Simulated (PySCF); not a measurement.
This PySCF input asks for the NMR shieldings of `CO[C@@H]1[C@H](F)C[C@@H]1C(=O)Cl`, C₆H₈ClFO₂; the geometry comes from GFN2-xTB.

```python
import basis_set_exchange as bse
import numpy as np
from pyscf import gto, dft
from pyscf.prop import nmr

atoms = """
C     2.274238   -0.945430   -0.015737
O     0.875408   -0.926916    0.173094
C     0.211395    0.041481   -0.572682
C     0.184342    1.481170    0.022621
F     1.044005    1.697498    1.062333
C    -1.280393    1.291893    0.426999
C    -1.327551   -0.031262   -0.355599
C    -1.769041   -1.225897    0.428639
O    -2.172332   -1.261234    1.540055
Cl   -1.627438   -2.695105   -0.524314
H     2.521742   -1.095801   -1.073523
H     2.641989   -1.784893    0.569398
H     2.740776   -0.022495    0.337975
H     0.530141    0.008205   -1.625768
H     0.372811    2.269997   -0.711628
H    -1.968851    2.067245    0.104002
H    -1.382619    1.127314    1.497862
H    -1.877381    0.010547   -1.295386
"""
names = dict.fromkeys(["C", "O", "F", "Cl", "H"], "pcSseg-1")
basis = {el: gto.basis.parse(bse.get_basis(n, elements=[el], fmt="nwchem")) for el, n in names.items()}
mol = gto.M(atom=atoms, basis=basis, charge=0, verbose=0)
mf = dft.RKS(mol, xc="PBE0")
mf.grids.level = 2
mf.grids.alignment = dft.numint.BLKSIZE   # the property module wants whole blocks of grid points
mf.conv_tol = 1e-9
mf.kernel()

calc = nmr.RKS(mf)   # GIAO
C = mf.mo_coeff
Co = C[:, mf.mo_occ > 0]
resp = mf.gen_response(singlet=True, hermi=2)
def vind(x):   # induced exchange potential for any number of trial vectors
    d = np.einsum("pi,xij,qj->xpq", C, 2 * x.reshape(-1, C.shape[1], Co.shape[1]), Co, optimize=True)
    return np.einsum("xpq,pi,qj->xij", resp(d - d.transpose(0, 2, 1)), C, Co, optimize=True).ravel()
mo1, _ = nmr.rhf.solve_mo1(calc, with_cphf=vind)
sigma = calc.kernel(mo1)
for i, s in enumerate(sigma):   # ppm
    print("%2d %-2s %9.2f" % (i, mol.atom_pure_symbol(i), np.trace(s) / 3))
```

Problem. What does it print?

Solution. 
```
 0 C     125.65
 1 O     302.65
 2 C     103.34
 3 C      97.92
 4 F     388.88
 5 C     154.71
 6 C     138.02
 7 C       4.31
 8 O    -258.45
 9 Cl    478.42
10 H      28.46
11 H      27.71
12 H      27.89
13 H      27.52
14 H      26.73
15 H      29.36
16 H      28.59
17 H      28.52
```

These numbers come from an equivalent density-fitted implementation of the same equations, which agrees with the script to about 0.01 ppm for H and up to a few tenths of a ppm for heavy atoms, so last digits may differ.

Size and cost of the density-fitted run: 217 basis functions, roughly 2.1 core-minutes.
